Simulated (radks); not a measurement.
Au XXX, 50 electrons, occupied as [Kr] 4d10 4f4. Calculated with a radial shooting solver on a logarithmic mesh with Libxc functionals: Dirac Kohn-Sham, PBE, spin-unpolarised, spherical densities, point nucleus; open shells are shared between the two j in proportion to 2j + 1.

Normalised radial functions P(r) = r R(r) (large component), r in bohr:

r,4p3/2
0.00117,0.0050
0.001487,0.0079
0.001905,0.0124
0.002422,0.0193
0.003104,0.0302
0.003946,0.0462
0.005056,0.0710
0.006428,0.1063
0.008171,0.1567
0.01047,0.2290
0.01331,0.3221
0.01706,0.4416
0.02169,0.5716
0.02757,0.6936
0.03533,0.7680
0.04491,0.7284
0.05755,0.5040
0.07316,0.0809
0.093,-0.4769
0.1192,-0.9760
0.1515,-1.0734
0.1942,-0.5435
0.2468,0.4606
0.3163,1.4658
0.4021,1.8328
0.5111,1.4783
0.655,0.7811
0.8327,0.2712
1.067,0.0525
1.356,0.0055

4p3/2: eigenvalue -1434.6 eV, 2 radial nodes at r = 0.0759, 0.223 bohr, <r> = 0.416 bohr, 90 % of the charge inside 0.597 bohr.
